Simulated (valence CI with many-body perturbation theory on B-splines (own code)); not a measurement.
**Energy levels of Tc III**

Calculated by valence CI with perturbative core correlation (CI+MBPT): five valence electrons over a frozen Dirac-Fock core [Kr], radial functions for each j: 7 s, 7 p, 8 d, 6 f, 4 g, 1 h, with the one-electron correlation potential Σ1, the two-electron term Σ2, the three-electron term Σ3, Breit, model QED; selected CI, second order for the rest, scaled by the run's own slope (own B-spline code, finite nucleus).

No measured levels were compared; by estimate terms of the open shell hold to 2 to 4 % of their energy, and close levels can change places; different configurations can be misplaced against each other by 1,000 to 8,000 cm⁻¹. Among the levels kept, up to 2700 cm⁻¹ of a level comes from second order outside the variational space, and about a tenth of that is noise between levels of different J, which matters for small intervals.

Levels 181 to 216 of 216, with energies above the lowest level, 4d⁵ ⁶S_5/2. "Leading %" is the weight of the configuration and term that name the level; weights of strongly mixed levels are sums over their largest components and can fall short. In the jj column 3d3/2^4 stands for four electrons in 3d with j = 3/2. Lifetimes count E1, E2, E3, M1 and M2 decay at the calculated energies, and are blank where another channel may lead or the interval is too uncertain; long ones can be off by a factor of two.

| No. | Configuration | Term | J | E (cm⁻¹) | Leading % | Lifetime | Leading jj |
| --- | --- | --- | --- | --- | --- | --- | --- |
| 181 | 4d⁴5p | ⁴H° | 13/2 | 112076 | 84 | 1.88 ns | 4d3/2 4d5/2^3 5p3/2 (73 %) |
| 182 | 4d⁴5p | ²H° | 9/2 | 112169 | 71 | 1.57 ns | 4d3/2 4d5/2^3 5p3/2 (40 %) |
| 183 | 4d⁴5p | ²G° | 7/2 | 112174 | 47 | 1.24 ns | 4d3/2 4d5/2^3 5p3/2 (32 %) |
| 184 | 4d³5s² | ⁴F | 9/2 | 112177 | 90 | 2.28 μs | 4d3/2 4d5/2^2 5s^2 (45 %) |
| 185 | 4d⁴5p | ⁴S° | 3/2 | 112204 | 67 | 594 ps | 4d3/2^2 4d5/2^2 5p3/2 (31 %) |
| 186 | 4d⁴5p | ²D° | 3/2 | 112669 | 64 | 682 ps | 4d3/2 4d5/2^3 5p3/2 (39 %) |
| 187 | 4d⁴5p | ⁴G° | 7/2 | 112756 | 42 | 1.16 ns | 4d3/2^2 4d5/2^2 5p3/2 (47 %) |
| 188 | 4d⁴5p | ²G° | 9/2 | 112961 | 46 | 974 ps | 4d3/2^2 4d5/2^2 5p3/2 (38 %) |
| 189 | 4d⁴5p | ⁴G° | 5/2 | 113094 | 51 | 1.07 ns | 4d3/2 4d5/2^3 5p3/2 (41 %) |
| 190 | 4d⁴5p | ²G° | 7/2 | 113410 | 42 | 1.10 ns | 4d3/2^2 4d5/2^2 5p3/2 (30 %) |
| 191 | 4d⁴5p | ²K° | 13/2 | 113774 | 58 | 1.24 ns | 4d3/2 4d5/2^3 5p1/2 (62 %) |
| 192 | 4d⁴5p | ²D° | 5/2 | 113774 | 50 | 886 ps | 4d3/2^2 4d5/2^2 5p3/2 (31 %) |
| 193 | 4d⁴5p | ⁴D° | 1/2 | 113884 | 78 | 1.38 ns | 4d3/2 4d5/2^3 5p1/2 (43 %) |
| 194 | 4d⁴5p | ⁴G° | 9/2 | 113936 | 37 | 998 ps | 4d3/2^2 4d5/2^2 5p3/2 (37 %) |
| 195 | 4d⁴5p | ⁴D° | 3/2 | 114040 | 67 | 1.18 ns | 4d5/2^4 5p1/2 (20 %) |
| 196 | 4d⁴5p | ⁴P° | 5/2 | 114211 | 57 | 693 ps | 4d3/2 4d5/2^3 5p1/2 (27 %) |
| 197 | 4d⁴5p | ⁴G° | 11/2 | 114257 | 50 | 1.05 ns | 4d3/2 4d5/2^3 5p3/2 (43 %) |
| 198 | 4d⁴5p | ²I° | 11/2 | 114648 | 55 | 866 ps | 4d3/2 4d5/2^3 5p3/2 (47 %) |
| 199 | 4d⁴5p | ⁴D° | 7/2 | 114739 | 68 | 1.37 ns | 4d3/2 4d5/2^3 5p3/2 (37 %) |
| 200 | 4d⁴5p | ⁴P° | 5/2 | 115124 | 42 | 801 ps | 4d3/2^2 4d5/2^2 5p3/2 (27 %) |
| 201 | 4d⁴5p | ²I° | 13/2 | 115261 | 65 | 950 ps | 4d3/2^2 4d5/2^2 5p3/2 (57 %) |
| 202 | 4d⁴5p | ²G° | 7/2 | 115425 | 66 | 1.01 ns | 4d3/2^2 4d5/2^2 5p3/2 (39 %) |
| 203 | 4d⁴5p | ²G° | 9/2 | 115810 | 78 | 1.20 ns | 4d3/2 4d5/2^3 5p3/2 (33 %) |
| 204 | 4d⁴5p | ²K° | 15/2 | 115829 | 95 | 2.24 ns | 4d3/2 4d5/2^3 5p3/2 (53 %) |
| 205 | 4d⁴5p | ⁴F° | 3/2 | 115875 | 62 | 1.12 ns | 4d3/2 4d5/2^3 5p1/2 (26 %) |
| 206 | 4d⁴5p | ⁴P° | 3/2 | 116293 | 56 | 758 ps | 4d3/2 4d5/2^3 5p3/2 (36 %) |
| 207 | 4d⁴5p | ⁴F° | 5/2 | 116571 | 66 | 1.46 ns | 4d3/2^2 4d5/2^2 5p3/2 (29 %) |
| 208 | 4d⁴5p | ²F° | 7/2 | 116651 | 78 | 720 ps | 4d5/2^4 5p1/2 (29 %) |
| 209 | 4d⁴5p | ²P° | 1/2 | 116691 | 70 | 1.10 ns | 4d3/2 4d5/2^3 5p3/2 (32 %) |
| 210 | 4d⁴5p | ⁴P° | 1/2 | 116849 | 82 | 590 ps | 4d3/2 4d5/2^3 5p3/2 (35 %) |
| 211 | 4d⁴5p | ⁴F° | 7/2 | 116867 | 65 | 1.35 ns | 4d3/2^2 4d5/2^2 5p3/2 (31 %) |
| 212 | 4d⁴5p | ²P° | 3/2 | 116923 | 77 | 1.11 ns | 4d3/2 4d5/2^3 5p3/2 (40 %) |
| 213 | 4d⁴5p | ⁴F° | 9/2 | 116954 | 79 | 1.35 ns | 4d3/2 4d5/2^3 5p3/2 (40 %) |
| 214 | 4d⁴5p | ²H° | 9/2 | 117455 | 68 | 700 ps | 4d3/2 4d5/2^3 5p3/2 (22 %) |
| 215 | 4d⁴5p | ²H° | 11/2 | 117662 | 94 | 467 ps | 4d3/2^2 4d5/2^2 5p3/2 (53 %) |
| 216 | 4d⁴5p | ²F° | 5/2 | 118110 | 78 | 695 ps | 4d5/2^4 5p3/2 (34 %) |

Names give the largest LS component (configuration and term), which can be under half, so a name can repeat, a term be missing and a line seem to break the LS rules; names also repeat where a configuration has a term twice.

Where two levels of one J and parity lie close, their mixing, g and order are uncertain.
